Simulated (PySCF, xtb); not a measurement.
C3H8O2Si, SMILES OC[SiH]1COC1. Other conformers were not sampled.

Harmonic wavenumbers (cm⁻¹) from GFN2-xTB run with xtb at its own minimum, in rising order: 47, 69, 121, 175, 262, 325, 500, 529, 641, 688, 703, 709, 762, 783, 841, 969, 1028, 1052, 1110, 1130, 1140, 1213, 1219, 1272, 1320, 1456, 1465, 1472, 2190, 2883, 2901, 2902, 2941, 2947, 2979, 3570.

Task: What does PBE-D3(BJ)/def2-SVP run with PySCF give at its own minimum? (An estimate is asked for; the answer gives what the named calculation found.)

Result: 56, 82, 129, 205, 270, 341, 492, 572, 580, 646, 727, 746, 751, 814, 850, 908, 1005, 1021, 1114, 1127, 1141, 1172, 1204, 1234, 1330, 1394, 1401, 1422, 2112, 2903, 2914, 2926, 3008, 3015, 3019, 3695. Paired by order, the mean absolute difference is 33 cm⁻¹ and the zero-point energies are 66.2 and 66.2 kcal/mol.
